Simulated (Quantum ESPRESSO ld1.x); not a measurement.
Results of a calculation; reference values are marked as such.
Task: All-electron atom: Ta LXXI in [He] 2s1 (the NIST ground configuration). Level of theory: scalar-relativistic Kohn-Sham, LDA (Slater exchange, Perdew-Zunger correlation), spin-polarised, spherical densities, point nucleus; open shells are filled with parallel spins first (ld1.x of Quantum ESPRESSO 7.5). Some entries of the table are withheld. Estimate them.

| orbital | occ. | eigenvalue (eV) | r(max) (bohr) |
|---|---|---|---|
| 1s up | 1 | -76126.9 | 0.012 |
| 1s down | 1 | -76099.2 | 0.012 |
| 2s up | 1 | -18993.1 | 0.065 |
| 2s down | 0 | -18879.3 | 0.065 |
| 2p up | 0 | -17766.2 | (1) |
| 2p down | 0 | -17663.9 | (2) |
| 3s up | 0 | (3) | 0.168 |
| 3s down | 0 | (4) | 0.169 |

Result: 
(1) 2p up r(max) (bohr): 0.052
(2) 2p down r(max) (bohr): 0.052
(3) 3s up eigenvalue (eV): -8175.21
(4) 3s down eigenvalue (eV): -8139.28
